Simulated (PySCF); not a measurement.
A species of formula C12H10 has this rotational fingerprint, computed with PySCF, PBE0-D3(BJ)/def2-SVP geometry optimisation, gas phase:

* Rotational constants: A = 1414, B = 1195, C = 653.0 MHz
* Dipole components: |μa| = 0.00 D, |μb| = 0.94 D, |μc| = 0.00 D
* Inertial defect: -6.27 u·Å²
* κ: 0.43

Question: Which candidate fits, each taken in the one conformer that was computed?
A. `c1cc2c3c(cccc3c1)CC2` (acenaphthene)
B. `[CH2:1]=[CH:2][c:3]1[cH:4][cH:5][cH:6][c:7]2[cH:8][cH:9][cH:10][cH:11][c:12]12` with C1–C2–C3–C4 -36° (1-vinylnaphthalene)
C. `[CH2:1]=[CH:2][c:3]1[cH:4][cH:5][c:6]2[cH:7][cH:8][cH:9][cH:10][c:11]2[cH:12]1` with C1–C2–C3–C4 5° (2-vinylnaphthalene)
D. `[cH:1]1[cH:2][cH:3][c:4](-[c:5]2[cH:6][cH:7][cH:8][cH:9][cH:10]2)[cH:11][cH:12]1` with C3–C4–C5–C6 -38°

Answer: A. It is c1cc2c3c(cccc3c1)CC2, an asymmetric top. The candidates at the same level (rigid rotor, commonest isotopes):

| SMILES | A (MHz) | B (MHz) | C (MHz) | μa (D) | μb (D) | μc (D) | Δ (u·Å²) | point group | rotor |
| --- | --- | --- | --- | --- | --- | --- | --- | --- | --- |
| c1cc2c3c(cccc3c1)CC2 | 1414 | 1195 | 653.0 | 0.00 | 0.94 | 0.00 | -6.27 | – | asymmetric top |
| C=Cc1ccc2ccccc2c1 | 2794 | 584.3 | 483.4 | 0.19 | 0.02 | 0.00 | -0.25 | near Cs | near-prolate asymmetric top |
| C=Cc1cccc2ccccc12 | 1607 | 849.5 | 560.9 | 0.08 | 0.01 | 0.00 | -8.40 | C1 | asymmetric top |
| c1ccc(-c2ccccc2)cc1 | 2862 | 548.3 | 476.9 | 0.00 | 0.00 | 0.00 | -38.51 | D2 | near-prolate asymmetric top |

`C=Cc1cccc2ccccc12` has B 29 % too low; `C=Cc1ccc2ccccc2c1` has A 98 % too high; `c1ccc(-c2ccccc2)cc1` has A 102 % too high. No structure here is proved a minimum.
